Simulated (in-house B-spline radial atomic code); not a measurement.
A run on an ion of nuclear charge 33 with 33.8 electrons that did not converge. Method: scalar-relativistic (X2C) PBE0, spin-polarised, spherical fractional occupations, Fermi nucleus of rms radius 4.0968 fm; computed with an all-electron radial atomic-structure program (B-spline basis).

Command:
```bash
python run_scf.py task.json out
```
Settings (nuclear radius in fm, mass in u):
```
Z                33
configuration    [Ar] 3d10 4s2 4p3.8
hamiltonian      x2c
method           pbe0
spin_polarised   True
nucleus          fermi
rms_radius       4.0968
atomic_mass      74.92159
speed_of_light   137.035999084
```

First and last ten iterations of the last attempt (damped for 15 steps, keeping 80 % of the old Fock matrix, then DIIS):
```
 iter        energy (Eh)    residual
    1       -2260.033939    3.84e-01
    2       -2260.372927    8.57e-02
    3       -2260.479349    5.00e-02
    4       -2260.479584    3.36e-02
    5       -2260.521477    2.48e-02
    6       -2260.528778    1.77e-02
    7       -2260.499160    1.37e-02
    8       -2260.527641    1.00e-02
    9       -2260.530721    7.25e-03
   10       -2260.502866    1.24e-02
  111       -2260.498632    1.36e-02
  112       -2260.498388    1.37e-02
  113       -2260.501153    1.28e-02
  114       -2260.501585    1.26e-02
  115       -2260.500882    1.28e-02
  116       -2260.500342    1.31e-02
  117       -2260.499885    1.33e-02
  118       -2260.499697    1.33e-02
  119       -2260.526477    7.53e-03
  120       -2260.526296    7.64e-03
 not converged after 120 iterations
```

The smallest residual met was 4.1e-03; the threshold is about 3e-07. No energy from this run should be used. The likely cause: this method binds the added charge weakly or not at all at the basis-set limit, so charge moves back and forth between the atom and the box. Time taken, with all properties: 4 s on 1 thread of Arm Neoverse V1 (shared host).
